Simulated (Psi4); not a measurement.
H3BF2OSi, singlet, geometry from GFN2-xTB. Base run: CCSD(T)/cc-pVDZ in Psi4.

The Psi4 input:
```
memory 2 GB

molecule mol {
0 1
B     0.032124    0.151482    0.964873
F    -0.379998   -0.408553    2.089162
F     0.711520    1.281203    1.126923
O    -0.216177   -0.374255   -0.195920
Si   -0.086620   -0.329064   -1.826712
H     0.661969    0.854443   -2.246215
H    -1.481120   -0.292103   -2.256390
H     0.616937   -1.572660   -2.125197
}

set {
  basis cc-pvdz
  reference rhf
  freeze_core true
}

energy('ccsd(t)')
print_variables()
```

Each row names what was changed in the base input (with any setting that the change needs).

| change | ΔE vs base (kcal/mol) | MP2 correlation (Eh) | basis functions | core-seconds (rough) |
|---|---|---|---|---|
| base | 0.000 | -0.72688 | 89 | 100 |
| method = ccsd | 9.03 | -0.72688 | 89 | 70 |
| method = dlpno-mp2 | 27.86 | -0.72678 | 89 | 7 |
| method = qcisd(t) | -0.477 | -0.72688 | 89 | 60 |
| method = mp4 | -1.02 | -0.72688 | 89 | 50 |
| method = mp2 | 27.80 | -0.72686 | 89 | 6 |
| method = fno-ccsd(t) | 0.000 | -0.72688 | 89 | 80 |
| method = mp3 | 17.59 | -0.72686 | 89 | 9 |
